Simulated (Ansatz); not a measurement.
```yaml
crystal:
  periodic: [false, false, false]
  atoms:
    - {symbol: Cl, position_ang: [2.344663, -2.213182, 0.869390]}
    - {symbol: C, position_ang: [1.510849, -1.034800, -0.082642]}
    - {symbol: C, position_ang: [2.039154, -0.678901, -1.291962]}
    - {symbol: C, position_ang: [1.384547, 0.276089, -2.088353]}
    - {symbol: C, position_ang: [0.222030, 0.852492, -1.662158]}
    - {symbol: C, position_ang: [-0.340465, 0.499510, -0.417288]}
    - {symbol: C, position_ang: [-1.541138, 1.083891, 0.040800]}
    - {symbol: C, position_ang: [-2.077999, 0.735336, 1.248022]}
    - {symbol: C, position_ang: [-1.434152, -0.219083, 2.056050]}
    - {symbol: C, position_ang: [-0.269506, -0.806143, 1.644960]}
    - {symbol: C, position_ang: [0.308090, -0.466254, 0.403861]}
    - {symbol: H, position_ang: [2.960651, -1.136597, -1.628297]}
    - {symbol: H, position_ang: [1.814391, 0.549003, -3.044882]}
    - {symbol: H, position_ang: [-0.285922, 1.589818, -2.273872]}
    - {symbol: H, position_ang: [-2.030830, 1.818966, -0.588917]}
    - {symbol: H, position_ang: [-3.000551, 1.192696, 1.586245]}
    - {symbol: H, position_ang: [-1.865348, -0.491090, 3.012447]}
    - {symbol: H, position_ang: [0.224037, -1.540249, 2.268397]}
basis:
  gaussian: {orbitals: cc-pVTZ}
hamiltonian: {xc: {name: CCSD(T)}}
```

```sh
$ ansatz run in.yaml --threads 4 --pin off --events-out ev --progress --plain --max-ram 66560MiB --backend cuda --devices 0, --max-vram 37GiB
```

It prints (some lines left out):

```
Error: YAML parse error: error: line 24 column 19: hamiltonian.xc: no functional is named "CCSD(T)"; the names, which are not case-sensitive, are SVWN5, SPW92, PBE, PBE0, PBEsol, revPBE, revPBE0, RPBE, rPW86-PBE, HSE06, wPBEh, LC-wPBE, HISS, HF, BLYP, B3LYP, B3LYP5, BHLYP, CAM-B3LYP, r2SCAN, r2SCANh, r2SCAN0, r2SCAN50, m-r2SCAN, B97, wB97, wB97X, wB97X-V, B97M-V, wB97M-V, B2PLYP, B2GP-PLYP, PBE0-DH, PBE-QIDH
22 | basis:
23 |   gaussian: {orbitals: cc-pVTZ}
24 | hamiltonian: {xc: {name: CCSD(T)}}
```

**Question.** Something in this input is off. What?

**Answer.** The method's name isn't one that the program takes here. The program refused the input.

HSE06 is defined as in plane-wave codes.
